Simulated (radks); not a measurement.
Ionisation of the rubidium ion Rb+, [Kr], to [Ar] 3d10 4s2 4p5 as the strength of local exchange is varied. Calculated with a radial shooting solver on a logarithmic mesh with Libxc functionals: scalar-relativistic Kohn-Sham, Slater X-alpha exchange (alpha = 2/3 is LDA exchange), no correlation, spin-polarised, spherical densities, point nucleus.

alpha,E(Rb+) (hartree),exchange (hartree),IE (eV),-e of the level emptied (eV),<r> of it (bohr)
0.551,-2957.94364,-76.93307,24.214,18.631 (4p),1.761
0.555,-2958.50287,-77.50553,24.275,18.690 (4p),1.760
0.607,-2965.78206,-84.96577,25.078,19.461 (4p),1.743
0.667,-2974.20228,-93.61585,26.020,20.368 (4p),1.724
0.742,-2984.75942,-104.49184,27.220,21.529 (4p),1.702

NIST Atomic Spectra Database: 27.290 eV (measured). The central value is not met in this range of alpha. Open shells are spherical and high-spin; term and fine-structure splittings are not resolved.
